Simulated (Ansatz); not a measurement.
`CB(N)Cl` + `O[SiH3]` → `NB(Cl)O[SiH3]` + CH₄ at 298.15 K and 1 bar (ligand exchange at a B–C bond).

Computed with Ansatz on PBE0-D4/def2-TZVP structures; ΔE is electronic, products minus reactants. CBS: MP2 limit from def2 TZ/QZ plus the TZ coupled-cluster correction, frozen cores. This one scheme is used for every species. One conformer a species, not always the lowest.

```json
{"species": "`CB(N)Cl`", "CCSD(T)/CBS energy (Eh)": "-580.44617", "H − E (kJ/mol)": "199.6", "S (J/(mol·K))": "306.3"}
{"species": "`O[SiH3]`", "CCSD(T)/CBS energy (Eh)": "-366.69042", "H − E (kJ/mol)": "113.6", "S (J/(mol·K))": "257.8"}
{"species": "`NB(Cl)O[SiH3]`", "CCSD(T)/CBS energy (Eh)": "-906.71622", "H − E (kJ/mol)": "186.6", "S (J/(mol·K))": "361.4"}
{"species": "CH₄", "CCSD(T)/CBS energy (Eh)": "-40.46206", "H − E (kJ/mol)": "127.4", "S (J/(mol·K))": "186.2"}
```

H − E and S are ideal-gas, rigid-rotor, harmonic terms from PBE0-D4/def2-TZVP, for one conformer and one mirror image of each species. 1 Eh = 2625.50 kJ/mol, R = 8.31446 J/(mol·K).

By hand: ΔE, ΔH, ΔS and ΔG.

ΔE = (-906.71622) + (-40.46206) − (-580.44617) − (-366.69042) = -0.04169 Eh = -109.5 kJ/mol. Δ(H − E) = 186.6 + 127.4 − 199.6 − 113.6 = 0.8, so ΔH = -108.7 kJ/mol. ΔS = 361.4 + 186.2 − 306.3 − 257.8 = -16.5 J/(mol·K). ΔG = -108.7 − 298.15 × (-16.5)/1000 = -103.8 kJ/mol.

By hand: the equilibrium constant, and the temperature at which ΔG would vanish if ΔH and ΔS stayed fixed.

log₁₀ K = −ΔG/(RT ln 10) = 18.2. ΔG = 0 at ΔH/ΔS = 6588 K, far beyond where these terms or the molecules hold.

ΔH outweighs TΔS. A doubt of 5 kJ/mol in ΔE shifts log₁₀ K by 0.9 here. Other conformers and mirror images would add mixing entropy, several J/(mol·K) or more a flexible species. Modes under 60 cm⁻¹, often nearly free rotors, make the harmonic entropy too high. These are equilibria of isolated gas molecules and say nothing of rates. Largest T1 diagnostic: 0.011 (customary marks: 0.02 for closed shells, 0.045 for open ones).
